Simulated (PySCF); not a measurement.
**Computed properties of B(F)(Br)(Me) (CH₃BBrF), SMILES CB(F)Br**

B(F)(Br)(Me) (CH₃BBrF), SMILES B(C)(F)Br. The structure is a stationary point at B3LYP-D3(BJ)/def2-SVP. One conformer was computed; it need not be the lowest. All values are computed for the isolated molecule unless a solvent is named; none is compared with measurement here.

**Structure.** All 15 harmonic modes at B3LYP-D3(BJ)/def2-SVP (PySCF) are real, so it is a minimum. With heavy atoms numbered as in [B:1]([F:2])([Br:3])[CH3:4], the shortest bond between them is B1–F2 at 1.321 Å and the longest B1–Br3 at 1.936 Å.

**Vibrations.** The strongest infrared lines (harmonic, unscaled, degenerate partners summed) lie at 1063 cm⁻¹ (283 km/mol, B 62 %, H 24 %, C 12 %), 1372 cm⁻¹ (221 km/mol, B 40 %, H 32 %, C 16 %, F 12 %), 1298 cm⁻¹ (105 km/mol, H 55 %, B 23 %, C 12 %, F 10 %). The softest mode is at 34 cm⁻¹ and the zero-point energy is 27.4 kcal/mol.

**Electronic structure.** CAM-B3LYP/def2-TZVPD (PySCF) places the frontier levels at -9.86 and 0.29 eV, a gap of 10.15 eV, and gives a dipole moment of 1.71 D and a mean polarisability of 48.9 bohr³.

**Excitations.** TDA-M06-2X/def2-SVPD (PySCF) has S1 at 6.31 eV (197 nm, f = 0.001, dark); the most intense of the 10 singlets computed lies at 9.00 eV (f = 0.13). T1 (TDA) is at 6.14 eV, 0.17 eV under S1. No vertical singlet excitation falls in the visible range (under 3.1 eV).

**NMR.** GIAO shifts at PBE0/pcSseg-1 (PySCF) (non-relativistic, atoms alike by connectivity averaged): ¹³C at 11.9 ppm against TMS; ¹H at 1.3 ppm against TMS; ¹⁹F at 4.6 ppm against CFCl3; ¹¹B at 41.6 ppm against BF3. Without spin–orbit terms, shifts of atoms bonded to Cl or Br come out too high.
